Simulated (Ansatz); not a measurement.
Z-matrix (Å, degrees):
```
C
N 1 1.3664
C 2 1.3238 1 118.34
H 3 1.1051 2 116.73 1 179.97
C 3 1.4211 4 119.96 2 -180.00
C 5 1.3871 3 119.05 4 -179.98
H 6 1.0991 5 120.95 3 179.99
H 5 1.1002 6 121.07 7 0.00
C 6 1.4233 7 119.34 5 179.98
C 1 1.4334 2 116.10 3 -180.00
C 10 1.3941 1 118.89 2 179.90
H 11 1.1016 10 120.01 1 -179.96
C 11 1.4162 12 119.39 10 -180.00
H 13 1.1014 11 118.95 12 0.03
C 13 1.4073 14 118.24 11 179.96
B 15 1.5424 13 118.25 14 -0.21
H 16 1.2164 15 123.01 13 -179.46
H 16 1.2174 17 118.38 7 179.36
Si 10 1.8978 11 124.43 12 0.05
H 19 1.5011 10 111.67 11 118.17
H 19 1.5011 20 110.19 10 -124.75
H 19 1.5083 20 108.41 21 -118.50
```
Charge 0, multiplicity 1.

Computed with Ansatz (a program for electronic structure) with frozen-core CCSD(T)/cc-pVDZ // PBE-D3(BJ)/def2-SVP. The restricted HF reference is unstable towards unrestricted orbitals.

HF energy: -714.72443 Ha
MP2 correlation energy: -1.51051 Ha

Problem. Estimate the CCSD correlation energy, the (T) correction, the total energy and the T1 diagnostic.

Solution. 
| Property | Result |
|---|---|
| CCSD correlation energy | -1.57979 Ha |
| (T) correction | -0.07462 Ha |
| CCSD(T) total energy | -716.37884 Ha |
| T1 diagnostic | 0.012 |
